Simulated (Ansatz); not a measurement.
An input meant for SnH2MeCl (CH5ClSn) (charge 0, singlet).

```yaml
crystal:
  periodic: [false, false, false]
  atoms:
    - {symbol: Sn, position_ang: [0.409433, -0.834771, 0.349953]}
    - {symbol: H, position_ang: [0.442094, -0.723941, 2.114965]}
    - {symbol: H, position_ang: [2.000932, -0.773659, -0.250785]}
    - {symbol: C, position_ang: [-0.471137, 0.795919, -0.416500]}
    - {symbol: H, position_ang: [0.045206, 1.851663, 0.112793]}
    - {symbol: H, position_ang: [-1.326858, 0.710900, -0.058681]}
    - {symbol: H, position_ang: [-0.416692, 0.873679, -1.547745]}
    - {symbol: Cl, position_ang: [-0.748116, -2.474336, -0.353822]}
basis:
  gaussian: {orbitals: def2-SVPD}
hamiltonian: {xc: {name: BLYP}}
scf: {omitted_lower_state_checks: [starts]}
relax: {f_tol: 0.0001, max_steps: 1}
output: {forces: true}
```

```sh
$ ansatz run in.yaml --threads 4 --pin off --events-out ev --progress --plain --max-ram 3916MiB
```

It prints (some lines left out):

```
Functional definition: BLYP
1118 factors; their error is unknown
mean field evaluation 1: about -19454.6280 eV, gradient 6.2e1 eV
mean field evaluation 2: about -19437.1123 eV, gradient 9.0e1 eV
mean field evaluation 4: about -19464.0171 eV, gradient 5.6e0 eV
mean field evaluation 8: about -19464.1023 eV, gradient 1.1e-1 eV
mean field evaluation 16: about -19464.0724 eV, gradient 1.3e-4 eV
mean field -19464.07239101 eV, -715.2914671477 hartree, gradient 3.8e-5 eV, S^2 0.000000; 0 other end points of the search recorded, 0 dependent functions left out
reference -19464.07277003 eV, -715.2914810763 hartree; 25, 25 occupied and 94, 94 virtual orbitals, 1118 factors
relax step   1: F+E_penalty+E_count = -19464.07239101 eV  Δ(F+E_penalty+E_count) = +0.000e0 eV  max|allowed force component| = 8.927e0 eV/Å  Δτ_max = 0.0000 Å  (29 SCF iters, accepted)
Error: geometry relaxation did not converge after 1 steps: max|allowed force component| = 8.93e0 eV/Å (threshold 1.0e-4). Raise `relax.max_steps` over both its present limit and 1, loosen `relax.f_tol`, or start from a geometry closer to equilibrium. Where this run's directory can be resumed (`checkpoint.write`), a resume goes on for up to `relax.max_steps` more
```

(1) Something in this input is off. What?

## Answers

(1) The relaxation is allowed too few steps for its threshold. The SCF steps converged, but the relaxation ran out of steps.
